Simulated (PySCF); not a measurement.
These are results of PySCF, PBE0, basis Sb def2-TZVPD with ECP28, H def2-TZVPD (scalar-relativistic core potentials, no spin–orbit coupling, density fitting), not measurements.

```xyz
7
charge -1 multiplicity 1, angstrom
Sb    0.0000    0.0000    0.0000
H     1.2729   -0.7333    1.0387
H    -0.0009    1.4693    1.0383
H    -1.2715   -0.7351    1.0392
H     1.2715    0.7351   -1.0392
H    -1.2729    0.7333   -1.0387
H     0.0009   -1.4693   -1.0383
```

SbH₆⁻ (singlet), along the line from Sb1 (at 0) through H2 (at 1.799 Å). Core electrons replaced by a potential are absent, the electrostatic potential uses the reduced nuclear charge, and values within about 0.7 Å of such atoms have no physical meaning.

Problem. Tabulate the fields along this line at 0.72, 0.81, 0.90, 0.99, 1.08, 1.17, 1.26, 1.35, 1.44, 1.53, 1.62, 1.71, 1.89, 1.98, 2.07, 2.16, 2.25, 2.34, 2.43, 2.52, 2.61, 2.70, 2.79, 2.88 Å.

Solution. 
```csv
distance (Å),electron density (e/Å³),electron localisation function,electrostatic potential (V)
0.72,2.31,0.325,44
0.81,1.33,0.212,29.8
0.90,0.906,0.2,20.1
0.99,0.733,0.288,13.4
1.08,0.68,0.498,8.96
1.17,0.693,0.757,6.31
1.26,0.752,0.916,5.48
1.35,0.855,0.975,6.84
1.44,1.01,0.993,11.4
1.53,1.25,0.998,21.8
1.62,1.57,1,46.2
1.71,2.04,1,125
1.89,1.88,1,125
1.98,1.3,1,46
2.07,0.904,1,21.1
2.16,0.625,1,9.65
2.25,0.438,1,3.57
2.34,0.31,1,0.0739
2.43,0.221,1,-2.01
2.52,0.158,0.999,-3.27
2.61,0.115,0.999,-4.02
2.70,0.0842,0.999,-4.46
2.79,0.0625,0.999,-4.71
2.88,0.0466,0.997,-4.82
```

On a grid of 0.09 Å the density has a local minimum along the bond near 1.08 Å from Sb, at 0.68 e/Å³, where the ELF is 0.50.

The lowest empty level of this anion is unbound, so it and the gap depend on the basis.
